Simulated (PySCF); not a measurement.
C3H2F6, SMILES FC(F)(F)CC(F)(F)F (GFN2-xTB optimised geometry):

```
11

F     -0.471     1.269    -2.723
C     -0.032     0.026    -2.526
F     -0.571    -0.734    -3.489
F      1.285     0.031    -2.729
C     -0.416    -0.523    -1.155
C      0.173     0.281     0.000
F      1.506     0.281     0.000
F     -0.228     1.552     0.000
F     -0.216    -0.249     1.168
H     -0.055    -1.552    -1.081
H     -1.506    -0.507    -1.069
```

Level of theory: PySCF with PBE/def2-TZVP.

### Question
What are the frontier orbital energies and the dipole moment?

### Answer
HOMO-2 -9.87 eV, HOMO-1 -9.77 eV, HOMO -9.33 eV, LUMO 0.28 eV, LUMO+1 1.03 eV; dipole moment 1.89 D.

On the same geometry PBE0/def2-TZVP (PySCF) gives HOMO-2 -12.02 eV, HOMO-1 -11.76 eV, HOMO -11.19 eV, LUMO 1.13 eV, LUMO+1 1.97 eV; dipole moment 2.03 D.

Meta-Löwdin charges at PBE/def2-TZVP: F1 -0.25, C2 0.75, F3 -0.26, F4 -0.25, C5 -0.31, C6 0.75, F7 -0.25, F8 -0.25, F9 -0.26, H10 0.16, H11 0.16.
